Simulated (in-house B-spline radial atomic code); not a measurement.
Response and correlation of Tm²³⁺

Closed shell [Kr] 4d10. Computed with an all-electron radial atomic-structure program (B-spline basis): Dirac-Hartree-Fock, relativistic RPA (time-dependent Dirac-Hartree-Fock) for the response and second-order many-body perturbation theory for correlation, no-pair Dirac-Coulomb Hamiltonian, finite nucleus.

Command:
```bash
python run_mb.py task.json out
```
Settings (nuclear radius in fm, box in bohr, cutoff in hartree):
```
basis_form          2
Z                   69
core_configuration  [Kr] 4d10
rms_radius          5.2256
mass_number         169
speed_of_light      137.036
box_radius          3.54
lmax                7
intervals           57
virtual_cutoff      119025.0
```

Time taken, with all properties: 9 s on 1 thread of Arm Neoverse V1 (shared host).

```csv
"multipole (bohr³, bohr⁵, bohr⁷)",uncoupled,coupled RPA
dipole,0.13881,?
quadrupole,0.030461,0.031717
octupole,0.015402,0.016663
```

(1) What is the coupled dipole polarisability?

(2) Which subshells carry the dipole polarisability?

(3) What does the dipole shielding factor come to?

Dipole polarisability at imaginary frequency:

| u (Eh) | α(iu) (bohr³) |
| --- | --- |
| 0 | 0.1178 |
| 5.88 | 0.08321 |
| 17.6 | 0.03084 |
| 35.3 | 0.01264 |
| 58.8 | 0.006172 |
| 118 | 0.002103 |
| 235 | 0.0006414 |
| 588 | 0.0001171 |

(4) What dispersion coefficients follow for two such ions (the dispersion part alone)?

Lowest J = 1 odd-parity excitations:

```tsv
energy (eV)	oscillator strength	leading channel	weight
166.53	0.00189	4d5/2 → f5/2	0.784
178.17	0.06	4d3/2 → f5/2	0.447
216.91	5.59	4d3/2 → f5/2	0.523
310.56	0.283	4d3/2 → p1/2	0.962
317.06	0.643	4d5/2 → p3/2	0.945
327.94	0.0839	4d3/2 → p3/2	0.963
430.66	0.388	4p3/2 → s1/2	0.989
447.35	0.0435	4d5/2 → f5/2	0.784
```

Second-order correlation energy by the highest angular momentum of the excited pair (hartree): s -0.02748, p -0.2311, d -0.6203, f -1.246, g -0.4027, h -0.1795, i -0.08214, k -0.04212.

(5) What is the second-order correlation energy at the partial-wave limit?

Answers

(1) 0.11779 atomic units, -15 % against the uncoupled value.

(2) 4d5/2 57.3 %, 4d3/2 36.2 %, 4p3/2 3.6 %.

(3) The dipole shielding factor is 0.667, against the exact N/Z = 46/69 = 0.667 of the non-relativistic theorem.

(4) C6 = (3/π)∫α(iu)²du = 0.1033 hartree·bohr⁶ and C8 = 0.1749 hartree·bohr⁸.

(5) The listed waves sum to -2.8316 hartree; extrapolating the increments as (l + 1/2)⁻⁴ gives -2.9177 hartree, -1.73 eV per electron.
